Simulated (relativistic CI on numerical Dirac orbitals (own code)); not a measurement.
# Radial parameters of Sm XIII

Method of calculation: Dirac-Coulomb-Breit CI, KLI orbitals optimised for each configuration, model QED, unscaled Slater integrals (own radial code, finite nucleus).

Slater integrals F^k, G^k are unscaled and averaged over j, outside the closed core [Kr] 4d10; ζ comes from projecting the Hamiltonian with its Breit term on Σ l·s of the shell.

- 4f2 5s2: F^2(4f,4f) = 140710, F^4(4f,4f) = 90035, F^6(4f,4f) = 65301, ζ(4f) = 1560.1 cm⁻¹; <r>(4f) = 0.7132, <r^2>(4f) = 0.6019 (bohr units).
- 4f4: F^2(4f,4f) = 134900, F^4(4f,4f) = 86108, F^6(4f,4f) = 62387, ζ(4f) = 1388.7 cm⁻¹; <r>(4f) = 0.7392, <r^2>(4f) = 0.6478 (bohr units).
- 4f3 5s: F^2(4f,4f) = 137560, F^4(4f,4f) = 87895, F^6(4f,4f) = 63711, ζ(4f) = 1473.2, G^3(4f,5s) = 31180 cm⁻¹; <r>(4f) = 0.727, <r^2>(4f) = 0.6265, <r>(5s) = 1.194, <r^2>(5s) = 1.586 (bohr units).

Averages of the first 10 configurations, taken without configuration mixing, which lowers the lowest level and can move excited configurations by several eV; other configurations of the list can lie among them:

```
Configuration  Parity  States  Average energy above the lowest level (eV)
      4f2 5s2    even      91                                         3.6
          4f4    even    1001                                        31.0
       4f3 5s     odd     728                                        14.9
    4f 5s2 5p    even      84                                        21.5
    4f2 5s 5p     odd    1092                                        29.4
       4f3 5p    even    2184                                        42.6
    4f 5s 5p2     odd     420                                        49.2
    4f2 5s 5d    even    1820                                        70.8
    5s2 5p 5d     odd      60                                        88.6
    4f 5s2 5d     odd     140                                        64.8
```
